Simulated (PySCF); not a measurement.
AlOBr, SMILES [O]=[Al][Br]. Coordinates come from a r2SCAN-D4/def2-TZVP optimisation.

Computed equilibrium geometry at r2SCAN-D4/def2-TZVP (PySCF confirms it by a frequency run) as bond lengths and angles, and its point group:
point group C∞v.
Atoms: Al1 O2 Br3. Bonded distances (Å): Al1–O2 1.599, Al1–Br3 2.216. Bond angles (°): O2–Al1–Br3 180.0.
Charge 0, spin multiplicity 1.
